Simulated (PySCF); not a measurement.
methyltin tribromide (CH₃Br₃Sn), SMILES [Sn]([Br])([Br])([CH3])[Br].

Coordinates come from a B3LYP-D3(BJ)/def2-SVP optimisation. The def2 effective core potentials stand for the cores of Sn; spin–orbit coupling is left out.

Two levels are set side by side: PBE/def2-TZVP (PySCF) and PBE0/def2-TZVP (PySCF). Same geometry, gas phase. Differences are taken from unrounded values.

```csv
quantity,PBE0
orbital gap (eV),5.75
highest occupied level (eV),-8.49
lowest empty level (eV),-2.73
dipole moment (D),3.06
mean polarisability (bohr³),114.8
```

Task: What does PBE give, and how far is it from PBE0? (The exact figures need the calculation; the answer reports its results.)

Result: 
| quantity | PBE | PBE minus PBE0 |
|---|---|---|
| orbital gap (eV) | 3.65 | -2.10 |
| highest occupied level (eV) | -7.19 | 1.30 |
| lowest empty level (eV) | -3.54 | -0.81 |
| dipole moment (D) | 2.97 | -0.09 |
| mean polarisability (bohr³) | 118.9 | 4.0 |

Without exact exchange PBE keeps part of each electron's self-repulsion, which lifts occupied levels and narrows the gap. Loosely held outer electrons make PBE densities more polarisable. Differences between two approximate levels are no errors against the true value.

Rough cost on one machine, each run with all the roots and properties that it gave: PBE0 against PBE within a factor of 2.
